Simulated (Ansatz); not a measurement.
Coupled-cluster diagnostics for Sn₄H₂, Ansatz.

Geometry of the singlet (PBE0-D4/def2-SVP):

Cartesian coordinates in Å:
```
Sn 1.963 1.788 -0.765
Sn 1.346 -0.851 0.176
Sn -0.756 0.923 -1.071
Sn -1.369 -1.829 -0.291
H -1.840 -1.251 1.323
H 0.656 1.220 0.627
```

In the def2 sets Sn takes a core potential; there is no spin–orbit coupling. Correlated methods freeze 16 core orbitals; core or outer-core shells of Sn are correlated, in sets that lack core-valence functions. The structure comes from a short search, and lower isomers may exist.

Q: Estimate the CCSD(T) correlation energy, the shares of MP2 and (T), T1 and the reference's ⟨S²⟩ for: charge 0, singlet, own geometry in def2-SVP; and the rough time on 4 threads of Arm Neoverse V1 on a shared host.

A: 
| state | basis | correlation (eV) | MP2 share (%) | (T) share (%) | T1 | ⟨S²⟩ (pure) | wall time |
| --- | --- | --- | --- | --- | --- | --- | --- |
| charge 0, singlet, own geometry | def2-SVP | -12.803 | 87.6 | 5.6 | 0.015 | 0.00 (0.00) | 21 s |
Customary marks for T1 are 0.02 (closed shells), 0.045 (open shells) and about 0.05 (3d metals). T1 stays under 0.02 throughout.
